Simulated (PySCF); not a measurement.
ReO3, SMILES [O]=[Re+](=[O])=[O], charge +1, multiplicity 1. Geometry: PBE0-D3(BJ)/def2-TZVP. The spin state was assumed, not searched. The isomer is the one that the SMILES or the coordinates give; other isomers of the formula were not compared. The def2 effective core potentials stand for the cores of Re; spin–orbit coupling is left out.

Calculation: PBE0-D3(BJ)/def2-TZVP in PySCF.

Harmonic wavenumbers (cm⁻¹): 347, 384, 384, 1049, 1049, 1117. Rotational constants (GHz): 6.917, 6.917, 4.450; symmetry number 3.

Work out the zero-point energy and the ideal-gas rigid-rotor harmonic-oscillator thermochemistry at 298.15 K and 1 atm.

ZPE = ½ Σ hcν = ½ × 4330 cm⁻¹ = 25.90 kJ/mol. H − E(el) = 38.70 kJ/mol. Entropy in J/(mol K): translation 176.79, rotation 94.74, vibration 14.39, total 285.93. G − E(el) = -46.55 kJ/mol. Cp = 56.31 J/(mol K).
